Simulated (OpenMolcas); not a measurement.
## Si³⁺: effect of the active space

- Program: OpenMolcas 26.06
- Method: CASSCF or its RAS form
- Basis: ANO-R2
- Scalar Hamiltonian: X2C, finite nucleus
- Spin-orbit coupling: state interaction with AMFI integrals over the reference wave functions, term energies averaged over their components

A. 1 electron in 4 orbitals (3s 3p); 2S+1 = 2 even, 1 root; 2S+1 = 2 odd, 3 roots; cost roughly 4 core-seconds
B. 1 electron in 8 orbitals (3s 3p 4s 4p); 2S+1 = 2 even, 1 root; 2S+1 = 2 odd, 3 roots; cost of the order of 11 core-seconds
C. 1 electron in 9 orbitals (RAS2 3s 3p; RAS3 3d, at most 1 electron); 2S+1 = 2 even, 1 root; 2S+1 = 2 odd, 3 roots; cost about 7 core-seconds

Energies in cm-1 above 3s 2S 1/2, the measured ground level; measured values from NIST levels in Kelleher and Podobedova, J. Phys. Chem. Ref. Data 37, 1285 (2008).

```tsv
Level	A	B	C	Measured
3s 2S 1/2	0.0	0.0	0.0	0.0
3p 2P* 1/2	70958	70958	70958	71288
3p 2P* 3/2	71337	71337	71337	71749
```

Deviations, from unrounded energies. A percentage is the sum of absolute deviations over the sum of measured energies, with the sign that they share, or ± where signs differ.

```tsv
Against measurement	Levels	A	B	C
mean absolute deviation (cm-1)	2	370	370	370
other configurations (%)	2	-0.5	-0.5	-0.5
```

A, B, C lie about equally close to measurement. The largest miss of A in the table is 3p 2P* 3/2, by -410 cm-1. The ranking rests on the paired levels alone, and a cruder setting can come out closer through cancelling errors.

Among A to C no level of the table moves by more than 5 cm-1.

With one active electron the reference holds no correlation, so core polarisation is missing. With one active electron outside closed inactive shells, the extra shells (4p 4s) add no correlation to the reference (holds for B). With one active electron outside closed inactive shells, the extra shells (3d) add no correlation to the reference (holds for C). Measured partners are found by configuration, term and J. A level has none where our copy of the source lacks it or the pairing is in doubt (some pairs that miss far off the trend of their configuration count as doubtful), and it then counts in no deviation. Levels of configurations outside the active space are missing.

* marks odd parity.
